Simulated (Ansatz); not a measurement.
One change: `C[N](C)[Zn][F]` becomes `C[N](C)[Zn][Cl]`.

Ansatz, PBE0-D4/def2-TZVP geometries, multiplicity 1. Each molecule was computed in one conformer, which needn't be the lowest.

Scalar relativity is left out up to krypton.

```tsv
property	`C[N](C)[Zn][F]`
HOMO–LUMO gap (ωB97M-V/def2-TZVPP) / eV	9.16
HOMO energy (PBE/def2-TZVPP) / eV	-4.87
HOMO–LUMO gap (PBE/def2-TZVPP) / eV	3.03
LUMO energy (B3LYP/def2-TZVPP) / eV	-1.26
HOMO–LUMO gap (PBE0/def2-TZVPP) / eV	5.20
HOMO energy (ωB97M-V/def2-TZVPP) / eV	-8.41
```

Task: Give the same properties after the change, and the shifts. (Estimate.)

Result: Ansatz gave: 
| property | `C[N](C)[Zn][Cl]` | shift |
| --- | --- | --- |
| HOMO–LUMO gap (ωB97M-V/def2-TZVPP) / eV | 9.19 | 0.03 |
| HOMO energy (PBE/def2-TZVPP) / eV | -4.84 | 0.03 |
| HOMO–LUMO gap (PBE/def2-TZVPP) / eV | 3.12 | 0.09 |
| LUMO energy (B3LYP/def2-TZVPP) / eV | -1.14 | 0.12 |
| HOMO–LUMO gap (PBE0/def2-TZVPP) / eV | 5.24 | 0.04 |
| HOMO energy (ωB97M-V/def2-TZVPP) / eV | -8.36 | 0.05 |

Positive LUMOs are unbound, so they and the gaps depend on the basis.

B3LYP here is the variant with VWN-RPA as its local correlation; programs differ in this.
